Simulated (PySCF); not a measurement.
**Spinor energies of Ce³⁺ (cerium, charge +3)**

Start: [Xe] 4f1; 4f7/2 filled at m_j = +7/2. Calculated with PySCF 2.14 in x2c-TZVPPall-2c: generalised Hartree-Fock with the X2C-1e Hamiltonian and a Gaussian nucleus; one run each with spin-orbit coupling (SO) screened by Boettger's factors, then bare. This is a chosen level, not necessarily the ground level.

| spinor shell | electrons | ε, screened SO (eV) | ε, bare SO (eV) | weight of nominal j (bare SO) | rms radius, bare SO (bohr) |
| --- | --- | --- | --- | --- | --- |
| 1s1/2 | 2 | -40662.0 | -40661.6 | 1.000 | 0.0280 |
| 2s1/2 | 2 | -6640.0 | -6639.9 | 1.000 | 0.114 |
| 2p1/2 | 2 | -6256.6 | -6269.0 | 1.000 | 0.0977 |
| 2p3/2 | 4 | -5806.3 | -5801.5 | 1.000 | 0.104 |
| 3s1/2 | 2 | -1494.8 | -1494.8 | 1.000 | 0.296 |
| 3p1/2 | 2 | -1331.2 | -1333.7 | 1.000 | 0.288 |
| 3p3/2 | 4 | -1240.5 | -1239.6 | 1.000 | 0.301 |
| 3d3/2 | 4 | -957.12 | -959.59 | 1.000 | 0.272 |
| 3d5/2 | 6 | -938.13 | -936.56 | 1.000 | 0.276 |
| 4s1/2 | 2 | -341.10 | -341.11 | 1.000 | 0.676 |
| 4p1/2 | 2 | -277.62 | -278.19 | 0.997 | 0.699 |
| 4d5/2 | 6 | -149.00 | -148.75 | 0.978 | 0.806 |
| 4d3/2 | 4 | -151.71 | -152.14 | 0.966 | 0.794 |
| 5s1/2 | 2 | -73.819 | -73.825 | 1.000 | 1.61 |
| 5p1/2 | 2 | -53.828 | -53.912 | 0.974 | 1.78 |
| 5p3/2 | 4 | -50.746 | -50.720 | 0.987 | 1.85 |
| 4f7/2 | 1 | -37.780 | -37.633 | 1.000 | 1.15 |

Where does 4p3/2 lie, and what is the 4p spin-orbit splitting (bare SO)?

At -258.16 eV, 20.032 eV above 4p1/2.

| quantity | screened SO | bare SO |
| --- | --- | --- |
| E (hartree) | -8857.16067 | -8857.46798 |
| M_J | 7/2 | 7/2 |
| ⟨J²⟩ | 15.761 | 15.761 |
| ⟨L²⟩ | 12.050 | 12.054 |
| ⟨S²⟩ | 0.791 | 0.795 |

Each row is a mean over spinors that exchange with the open shell spreads, by up to 7.114 eV (4d5/2).

Breit and QED terms are absent; they matter most for the inner s and p1/2 levels.

Densities and radii are taken from the X2C orbitals without a picture-change correction, which distorts them close to the nucleus.
